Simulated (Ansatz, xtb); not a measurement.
Two isomers of C2H7BrO2Si2

We compare I, `C=CO[Si@H](Br)O[SiH3]`, a singlet, with II, `O[Si@@H]1CC[Si@H](Br)O1`, a singlet. Both are isolated molecules in the gas phase, relaxed with B3LYP/def2-SVP; the shapes shown needn't be the lowest conformers.

I (Å):

```xyz
14

C     2.2893   -0.7235   -1.5024
C     0.9880   -0.7763   -1.7885
Br   -2.4105   -0.8061   -2.9225
O     0.0268   -0.4140   -0.8921
O    -2.2376    0.7804   -0.1450
Si   -1.6219   -0.5623   -0.8356
Si   -2.4690    2.4342   -0.0612
H     2.6437   -0.3926   -0.5237
H     3.0192   -1.0127   -2.2596
H     0.6131   -1.1021   -2.7663
H    -2.0199   -1.7378   -0.0420
H    -1.1548    3.1332   -0.0905
H    -3.1709    2.7272    1.2160
H    -3.3024    2.8811   -1.2110
```

II (Å):

```tsv
atom	x (Å)	y (Å)	z (Å)
C	-0.0412	1.6216	-0.6945
C	0.3033	0.2837	0.0268
Br	0.3825	-0.6264	3.3476
O	-2.0200	2.9075	0.9819
O	0.5245	2.2847	1.9088
Si	-0.3947	2.9116	0.6393
Si	1.0898	0.7230	1.6993
H	-2.3394	3.4979	1.6749
H	0.0773	4.2957	0.3767
H	-0.8750	1.5018	-1.4048
H	0.8249	1.9734	-1.2829
H	-0.6188	-0.2823	0.2399
H	0.9405	-0.3742	-0.5866
H	2.5722	0.7025	1.7644
```

Quicker runs give these differences E(II) − E(I): GFN2-xTB −5.6 kcal/mol; HF/STO-3G −54.2 kcal/mol (at GFN2-xTB geometries); r2SCAN-D4/def2-SVP −39.0 kcal/mol (at GFN2-xTB geometries).

Problem. Estimate E(II) − E(I) at the level CCSD(T)/def2-SVP + ΔMP2/def2-TZVPP.

Solution. Calculated at CCSD(T)/def2-SVP + ΔMP2/def2-TZVPP: E(II) − E(I) = −40.1 kcal/mol, so structure II lies lower.

Level by level:

```csv
level,geometry,E(II) − E(I) (kcal/mol),departure from the last row (kcal/mol),"job, with rough time for the two"
GFN2-xTB,GFN2-xTB,−5.6,+34.5,"optimisation, 0.76 s"
HF/STO-3G,GFN2-xTB,−54.2,−14.1,"single point, 0.64 s"
r2SCAN-D4/def2-SVP,GFN2-xTB,−39.0,+1.1,"single point, 6 s"
B3LYP/def2-SVP,B3LYP/def2-SVP,−31.3,+8.8,"optimisation, 1.9 min"
HF/def2-SVP,B3LYP/def2-SVP,−28.9,+11.2,part of the CCSD(T) run
MP2/def2-SVP,B3LYP/def2-SVP,−39.3,+0.8,part of the CCSD(T) run
CCSD(T)/def2-SVP,B3LYP/def2-SVP,−35.0,+5.1,single point
CCSD(T)/def2-SVP + ΔMP2/def2-TZVPP,B3LYP/def2-SVP,−40.1,,"single point, 2.2 min"
```

As drawn, II has 2 C–Si, 1 C–C, 1 O–H, 1 C–H in place of 1 C=C, 1 C–O, 2 Si–H. Structure I has no ring, II a 5-membered ring.

The levels shown agree on the order. The largest departure from CCSD(T)/def2-SVP + ΔMP2/def2-TZVPP is that of GFN2-xTB, 34.5 kcal/mol. The last row adds to CCSD(T) the change of the MP2 difference between the two basis sets, here −5.1 kcal/mol, a large step that makes the value less sure.

With thermal terms from frequencies at re-optimised GFN2-xTB minima (ideal gas, soft modes damped towards free rotors, one conformer each, 298.15 K, 1 atm): on the last row, ΔE + ΔZPE = −35.4, ΔH = −36.5, ΔG = −33.3 kcal/mol.

The correlated steps freeze 23 core orbitals; the filled d shell of Br is correlated, in a basis made for valence electrons. Codes used: Ansatz 0.2.0, xtb 6.7.1; the last row on 4 threads of Arm Neoverse V1 on a shared host.
